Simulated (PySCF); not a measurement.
## `O=CCc1ccccc1` in a uniform electric field

C8H8O.
Geometry (PBE0-D3(BJ)/def2-SVP, Å), atoms numbered from 1 in this order:
```
atom  x, y, z in Å
O1     3.3595   -0.6059   -1.2649
C2     2.6246    0.0787   -0.6085
C3     1.8263   -0.4103    0.5793
C4     0.3637   -0.1028    0.3970
C5    -0.2295    1.0056    1.0096
C6    -1.5719    1.3088    0.7866
C7    -2.3394    0.5067   -0.0554
C8    -1.7572   -0.5995   -0.6741
C9    -0.4157   -0.8987   -0.4519
H10    2.4642    1.1618   -0.8540
H11    2.2126    0.1070    1.4743
H12    2.0145   -1.4876    0.6949
H13    0.3659    1.6357    1.6764
H14   -2.0207    2.1761    1.2766
H15   -3.3918    0.7425   -0.2295
H16   -2.3522   -1.2336   -1.3358
H17    0.0379   -1.7647   -0.9422
```

Level: CAM-B3LYP/def2-SVPD (PySCF); nuclei fixed, core orbitals frozen in the response. Permanent dipole (-2.124, 1.207, 1.740) D (1 au = 2.5417 D). Static polarisability (au):

```
x   117.17 -10.32   0.59
y   -10.32  87.94  16.31
z     0.59  16.31  77.89
```

Only the terms in μ and α are kept: μ(F) = μ + αF and ΔE = −μ·F − ½ F·αF.

(1) Apply 0.01 au along ±x, ±y and ±z in turn. Tabulate induced and total dipoles and both energy terms.

(2) For the field (0.0010, 0.0070, 0.0000) au, what is the induced dipole, and what angle does it make with the field?

(3) Which field along μ doubles the dipole in that direction (linear response)?

(4) What field makes μF equal to kT at 200 K?

(5) A unit point charge sits 6 Å away. Estimate the induction energy −αe²/2R⁴ with the mean polarisability, treating the molecule as a point.

Results:

(1) 
```tsv
field along	induced x (D)	induced y (D)	induced z (D)	total size (D)	−μ·F (kJ/mol)	−½F·αF (kJ/mol)
+x	2.978	-0.262	0.015	2.168	+21.940	-15.381
−x	-2.978	0.262	-0.015	5.583	-21.940	-15.381
+y	-0.262	2.235	0.415	4.710	-12.468	-11.544
−y	0.262	-2.235	-0.415	2.506	+12.468	-11.544
+z	0.015	0.415	1.980	4.573	-17.973	-10.225
−z	-0.015	-0.415	-1.980	2.294	+17.973	-10.225
```

(2) αF = (0.114, 1.538, 0.292) D, at 11.4° to the field. The polarisability along this direction, F·αF/F², is 85.64 au, against a mean of 94.33 au.

(3) The polarisability along the dipole is 112.23 au, so F = 1.1800 au / 112.23 au = 0.0105 au = 0.54 V/Å; higher-order terms are ignored.

(4) kT = 0.6334 × 10⁻³ Eh, so F = 0.000537 au = 2.76 MV/cm.

(5) R = 11.34 bohr, so the energy is −94.3/(2 × 11.34⁴) Eh = -7.49 kJ/mol. The charge–dipole term at its most favourable orientation, −μe/R², is -24.1 kJ/mol.

Isolated species at its PBE0-D3(BJ)/def2-SVP geometry (one conformer only).

The run behind these numbers computed excited states and ΔSCF ions as well. Hardware: one thread of an Arm Neoverse V2, on a shared host. Cost: 5.3 min wall.
